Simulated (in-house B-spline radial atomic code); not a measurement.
Configurations of the palladium ion Pd⁴⁺, with energies counted from [Kr] 4d6. Level of theory: scalar-relativistic (X2C) LDA PW92, spin-polarised, spherical fractional occupations, Fermi nucleus of rms radius 4.5318 fm; calculated with a B-spline radial code for spherical atoms. Shells without spins written out take the highest spin.

Occupations are held fixed; configurations that lie above the ionisation limit could autoionise.

```
                         configuration  E - E(ref) (eV)  highest orbital  its <r> (bohr)
                          [Kr] 4d5 5p1           22.314            5p up           2.435
[Kr] 4d(1 up, 4 down) 5p(0 up, 1 down)           25.969          5p down           2.443
                          [Kr] 4d5 5d1            35.01            5d up           3.128
                          [Kr] 4d5 5f1           46.528            5f up           4.813
             [Ar] 3d10 4s2 4p5 4d6 5f1           98.271            5f up           4.767
                  [Ar] 3d9 4s2 4p6 4d7           338.91          4d down           1.213
              [Ar] 3d9 4s2 4p6 4d6 5f1            388.6            5f up           4.727
```

Task: Order these further configurations by energy, lowest first.
A. [Ar] 3d(5 up, 4 down) 4s2 4p6 4d(2 up, 4 down) 5f(1 up, 0 down)
B. [Kr] 4d5 4f1
C. [Ar] 3d10 4s2 4p(3 up, 2 down) 4d(4 up, 2 down) 5s(1 up, 0 down)
D. [Ar] 3d9 4s2 4p6 4d6 5d1
E. [Kr] 4d(2 up, 4 down)

Result: E (2.3761 eV), B (37.202 eV), C (68.559 eV), D (376.86 eV), A (392.22 eV).

Task: How far above the reference does [Ar] 3d9 4s2 4p6 4d6 5p1 lie?

Result: 364.07 eV; its least bound orbital is 5p up with <r> = 2.403 bohr.

Task: How far above the reference does [Ar] 3d10 4s2 4p5 4d6 4f1 lie?

Result: 88.8 eV; its least bound orbital is 4f up with <r> = 2.39 bohr.

Task: How far above the reference does [Ar] 3d(5 up, 4 down) 4s2 4p6 4d(2 up, 4 down) 5p(1 up, 0 down) lie?

Result: 368.02 eV; its least bound orbital is 5p up with <r> = 2.435 bohr.
